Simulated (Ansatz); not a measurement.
Process, species as SMILES: O[Si](O)(O)[SiH3] + 3 [SiH4] (SiH4) → 3 O[SiH3] + [SiH3][SiH3]
Geometries: B3LYP-D3(BJ)/def2-TZVP minima from Ansatz (a quantum-chemistry and plane-wave program), one conformer each, not searched for the lowest.

Property: bond separation energy (electronic energy difference), in kcal/mol. Correlated levels leave the core frozen unless marked. Spin-orbit coupling is left out. Non-relativistic unless marked X2C. CBS(X,Y): correlation extrapolated as X^-3; Hartree-Fock from the larger set. [CCSD(T)-MP2]/basis is that difference in the basis named.

```
level                                                                 program  bond separation energy (kcal/mol)
-------------------------------------------------------------  --------------  ---------------------------------
HF/cc-pVTZ                                                             Ansatz                               11.7
PBE0/def2-TZVPD                                                        Ansatz                               13.3
PBE0/def2-QZVPP                                                        Ansatz                               13.3
B2GP-PLYP-D3(BJ)/def2-TZVPD                                    Ansatz + dftd3                               13.5
RPA@PBE/cc-pV(Q+d)Z                                                    Ansatz                               12.5
MP2/cc-pwCVTZ                                                          Ansatz                               13.5
SCS-MP2/aug-cc-pV(D+d)Z                                                Ansatz                               13.7
CCSD(T)/6-31G                                                          Ansatz                               22.6
X2C-CCSD(T)/cc-pVTZ-DK                                                 Ansatz                               14.5
RI-MP2/CBS(cc-pV(T+d)Z,cc-pV(Q+d)Z)+[CCSD(T)-MP2]/cc-pV(T+d)Z          Ansatz                               13.6
```
